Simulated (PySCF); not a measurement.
Computed properties of CH3Cl2OSb, SMILES C[O][Sb]([Cl])[Cl]

CH₃Cl₂OSb, SMILES C[O][Sb]([Cl])[Cl]. The structure is a stationary point at B3LYP-D3(BJ)/def2-SVP. The def2 effective core potentials stand for the cores of Sb; spin–orbit coupling is left out. The values are those of a single conformer. All values are computed for the isolated molecule unless a solvent is named; none is compared with measurement here.

**Structure.** The optimised structure has Cs symmetry. All 18 harmonic modes at B3LYP-D3(BJ)/def2-SVP (PySCF) are real, so it is a minimum. With heavy atoms numbered as in [Sb:1]([Cl:2])([Cl:3])[O:4][CH3:5], the shortest bond between them is O4–C5 at 1.419 Å and the longest Sb1–Cl2 at 2.401 Å.

**Vibrations.** The strongest infrared lines (harmonic, unscaled, degenerate partners summed) lie at 1079 cm⁻¹ (189 km/mol, O 52 %, C 45 %), 345 cm⁻¹ (69 km/mol, Cl 75 %, Sb 25 %), 552 cm⁻¹ (56 km/mol, O 68 %, Sb 13 %, C 12 %). The softest mode is at 81 cm⁻¹ and the zero-point energy is 27.5 kcal/mol.

**Electronic structure.** B3LYP/def2-TZVP (PySCF) places the frontier levels at -8.24 and -2.07 eV, a gap of 6.17 eV, and gives a dipole moment of 1.88 D and a mean polarisability of 79.1 bohr³. PBE/def2-TZVP (PySCF) at the same geometry gives -6.95 and -2.60 eV, so its gap is 1.82 eV narrower. An orbital gap is neither the optical nor the fundamental gap.

**Excitations.** TDDFT-CAM-B3LYP/def2-SVPD (PySCF) has S1 at 5.66 eV (219 nm, f = 0.005, weak); the most intense of the 10 singlets computed lies at 5.67 eV (f = 0.07). T1 (TDA) is at 4.70 eV. TDDFT-PBE/def2-SVPD (PySCF) puts S1 at 4.32 eV. No vertical singlet excitation falls in the visible range (under 3.1 eV).
